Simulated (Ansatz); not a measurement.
`[AlH2]/[N]=C\[SiH3]` and `[F][GeH2]/[N]=C/[SiH3]` differ in one atom or group (the configuration at the double bond changes too).

Ansatz, PBE0-D4/def2-TZVP geometries, multiplicity 1. Each molecule was computed in one conformer, which needn't be the lowest.

Scalar relativity is left out up to krypton.

```csv
property,`[AlH2]/[N]=C\[SiH3]`
size of the dipole moment (PBE/def2-TZVPP) / D,1.30
HOMO–LUMO gap (ωB97M-V/def2-TZVPP) / eV,9.46
LUMO energy (ωB97M-V/def2-TZVPP) / eV,0.81
HOMO energy (PBE0/def2-TZVPP) / eV,-6.45
LUMO energy (PBE/def2-TZVPP) / eV,-2.49
HOMO energy (B3LYP/def2-TZVPP) / eV,-6.26
```

(1) What does the change do to each property? (Best estimate.)

## Answers

(1) Ansatz gave: 
```json
{"property": "size of the dipole moment (PBE/def2-TZVPP) / D", "`[F][GeH2]/[N]=C/[SiH3]`": "0.68", "shift": "-0.62"}
{"property": "HOMO–LUMO gap (ωB97M-V/def2-TZVPP) / eV", "`[F][GeH2]/[N]=C/[SiH3]`": "10.13", "shift": "0.67"}
{"property": "LUMO energy (ωB97M-V/def2-TZVPP) / eV", "`[F][GeH2]/[N]=C/[SiH3]`": "0.81", "shift": "0.00"}
{"property": "HOMO energy (PBE0/def2-TZVPP) / eV", "`[F][GeH2]/[N]=C/[SiH3]`": "-7.07", "shift": "-0.62"}
{"property": "LUMO energy (PBE/def2-TZVPP) / eV", "`[F][GeH2]/[N]=C/[SiH3]`": "-2.47", "shift": "0.02"}
{"property": "HOMO energy (B3LYP/def2-TZVPP) / eV", "`[F][GeH2]/[N]=C/[SiH3]`": "-6.87", "shift": "-0.61"}
```

Dipoles are sizes alone; their direction can turn.

B3LYP here is the variant with VWN-RPA as its local correlation; programs differ in this.
